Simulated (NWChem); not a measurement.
Species: iodine (I$_{2}$); SMILES II

```xyz
2

I      0.0000     0.0000     1.3278
I      0.0000     0.0000    -1.3278
```
Atoms are numbered in this order, from 1.

The geometry was optimised at PBE0-D3(BJ)/def2-TZVP. def2 effective core potentials on I; no spin-orbit coupling.

Task: List the 4 lowest vertical singlet excitations from PBE/def2-SVP with def2 effective core potentials on I, full TDDFT (NWChem).

Result: 
```tsv
state	energy (eV)	oscillator strength	leading excitation (squared amplitude)
S1	2.09	0.001	HOMO → LUMO (1.01)
S2	2.09	0.001	HOMO−1 → LUMO (1.01)
S3	3.70	0.000	HOMO−2 → LUMO (1.00)
S4	3.70	0.000	HOMO−3 → LUMO (1.00)
```
